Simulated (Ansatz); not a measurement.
A CCSD(T) single point on `[NH2][Ga]([NH2])[NH2]`.

```yaml
crystal:
  periodic: [false, false, false]
  atoms:
    - {symbol: N, position_ang: [-1.280005, 1.249328, -0.360092]}
    - {symbol: Ga, position_ang: [-0.004080, 0.000757, 0.016490]}
    - {symbol: N, position_ang: [-0.445967, -1.770779, 0.061270]}
    - {symbol: N, position_ang: [1.692263, 0.528343, 0.432153]}
    - {symbol: H, position_ang: [-2.145266, 0.976124, -0.795634]}
    - {symbol: H, position_ang: [-1.016761, 2.175238, -0.653881]}
    - {symbol: H, position_ang: [-1.412223, -2.040556, 0.149562]}
    - {symbol: H, position_ang: [0.139432, -2.417306, 0.564782]}
    - {symbol: H, position_ang: [2.026001, 1.436824, 0.156100]}
    - {symbol: H, position_ang: [2.446605, -0.137972, 0.429239]}
basis:
  gaussian: {orbitals: def2-SVP}
correlation: {method: ccsd_t}
```

```sh
$ ansatz run in.yaml --threads 4 --pin off --events-out ev --progress --plain
```

The program prints (abridged):

```
Functional definition: HF
1069 factors; integrals over basis functions are off by at most 6.2e-4 eV
mean field evaluation 1: about -56860.4832 eV, gradient 5.0e1 eV
mean field evaluation 2: about -56860.4849 eV, gradient 5.0e1 eV
mean field evaluation 4: about -56865.5806 eV, gradient 3.2e0 eV
mean field evaluation 8: about -56865.6110 eV, gradient 2.0e-4 eV
mean field -56865.61104828 eV, -2089.7726611287 hartree, gradient 1.1e-6 eV, S^2 0.000000; 0 other end points of the search recorded, 0 dependent functions left out
12 core orbitals not correlated: weight in the atoms' cores, before any rotation towards them, 1.000 or more for the frozen orbitals, at most 0.000 for the correlated occupied ones
reference -56865.61104828 eV, -2089.7726611287 hartree; 17, 17 occupied and 75, 75 virtual orbitals, 1069 factors
second order -19.96320458 eV of doubles, -0.00000000 eV of singles
cycle   1  -19.86669824 eV  change    9.7e-2 eV  update   1.0e-1
cycle   2  -20.40503964 eV  change   -5.4e-1 eV  update   3.1e-2
cycle   3  -20.52320970 eV  change   -1.2e-1 eV  update   1.6e-2
cycle   4  -20.51602169 eV  change    7.2e-3 eV  update   3.6e-3
cycle   5  -20.51411510 eV  change    1.9e-3 eV  update   1.4e-3
cycle   6  -20.51376333 eV  change    3.5e-4 eV  update   4.2e-4
cycle   7  -20.51359369 eV  change    1.7e-4 eV  update   1.5e-4
cycle   8  -20.51357039 eV  change    2.3e-5 eV  update   5.3e-5
cycle   9  -20.51356198 eV  change    8.4e-6 eV  update   2.4e-5
perturbative correction -0.57562076 eV, -0.0211536728 hartree
Total energy: -56886.70023102 eV, -2090.5476742997 hartree
```

Run time 3.8 s (4 threads of a server CPU on a shared host); peak host memory 0.49 GiB.

MP2 recovers 94.7 % of the CCSD(T) correlation energy and the triples give 2.7 %; T1 = 0.0126.
